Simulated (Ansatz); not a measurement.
`C[O][In]([Cl])[Cl]` → `[Cl][InH][Cl]` + `C=O` at 700 K and 1 bar (β-hydride elimination).

Program: Ansatz. Geometries: PBE0-D4/def2-TZVP. ΔE: electronic, gas phase. CCSD(T)/CBS adds triple-zeta CCSD(T) − MP2 to the extrapolated MP2 energy (def2 sets, frozen cores). This one scheme is used for every species. Elements past krypton have def2 core potentials. For In outer-core shells are correlated without core-valence functions, which leaves a few kJ/mol of doubt a bond. Each species was taken in one conformer, which may not be the lowest.

| species | CCSD(T)/CBS energy (Eh) | H − E (kJ/mol) | S (J/(mol·K)) |
| --- | --- | --- | --- |
| `C[O][In]([Cl])[Cl]` | -1224.50245 | 186.4 | 504.0 |
| `[Cl][InH][Cl]` | -1110.06218 | 65.6 | 374.3 |
| `C=O` | -114.39408 | 97.4 | 254.3 |

H − E and S are ideal-gas, rigid-rotor, harmonic terms from PBE0-D4/def2-TZVP, for one conformer and one mirror image of each species. 1 Eh = 2625.50 kJ/mol, R = 8.31446 J/(mol·K).

Task: By hand: ΔE, ΔH, ΔS and ΔG.

Result: ΔE = (-1110.06218) + (-114.39408) − (-1224.50245) = 0.04619 Eh = 121.3 kJ/mol. Δ(H − E) = 65.6 + 97.4 − 186.4 = -23.4, so ΔH = 97.9 kJ/mol. ΔS = 374.3 + 254.3 − 504.0 = 124.6 J/(mol·K). ΔG = 97.9 − 700 × (124.6)/1000 = 10.7 kJ/mol.

Task: By hand: the equilibrium constant, and the temperature at which ΔG would vanish if ΔH and ΔS stayed fixed.

Result: log₁₀ K = −ΔG/(RT ln 10) = -0.8. ΔG = 0 at ΔH/ΔS = 786 K.

The number of gas molecules changes by +1, which sets the sign of ΔS. A doubt of 5 kJ/mol in ΔE shifts log₁₀ K by 0.4 here. Other conformers and mirror images would add mixing entropy, several J/(mol·K) or more a flexible species. Modes under 60 cm⁻¹, often nearly free rotors, make the harmonic entropy too high. These are equilibria of isolated gas molecules and say nothing of rates. Largest T1 diagnostic: 0.015 (customary marks: 0.02 for closed shells, 0.045 for open ones).
